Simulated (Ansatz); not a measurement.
Harmonic frequencies (cm⁻¹) at PBE0-D4/def2-TZVP from Ansatz: 77, 94, 121, 150, 203, 354, 455, 485, 502, 551, 694, 759, 782, 874, 932, 933, 2223, 2231, 2239, 2244, 2704.

Each molecule was computed in one conformer, which needn't be the lowest.

Problem. Which molecule is it?
A. `O=CCS`
B. `[SiH3][SiH](S)Br`
C. `[SiH3]C1=C(Cl)B1`
D. `OB1OC1Cl`

Solution. B.
